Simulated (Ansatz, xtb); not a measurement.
Spectroscopic constants of SnF, multiplicity 2 (lowest of 2S+1 = 2, 4 at CCSD(T)/def2-TZVPP on PBE0 minima; our sources give no spin for the ground state, which may be another). No spin–orbit coupling.

The constants come from a fifth-degree fit in 1/R (seven points, main isotopes). Runs in def2 and cc sets follow the lowest solution found near the PBE0 minimum.

Correlated levels freeze the inner cores; with def2 sets outer-core shells near the valence are correlated too. CBS(a, b) extrapolates the correlation energy as X⁻³ and adds the Hartree–Fock energy of set b.

Codes used: Ansatz (Gaussian basis) for Hartree–Fock, density functionals and correlated methods; xtb for the GFN methods. Values without a source in brackets are computed. In def2 rows elements past Kr take small-core potentials, without spin–orbit coupling. The GFN methods have no spin term and hold the electronic entropy of 300 K.

Q: What bond length and harmonic frequency does GFN1-xTB give?

A: r_e = 1.984 Å, ω_e = 463 cm⁻¹.

Q: What bond length and harmonic frequency does PBE/def2-TZVPP give?

A: r_e = 1.974 Å, ω_e = 550 cm⁻¹.

Q: What bond length and harmonic frequency does CCSD(T)/CBS(def2-TZVPP, def2-QZVPP) give?

A: r_e = 1.938 Å, ω_e = 589 cm⁻¹.

Ansatz is a first-principles code.
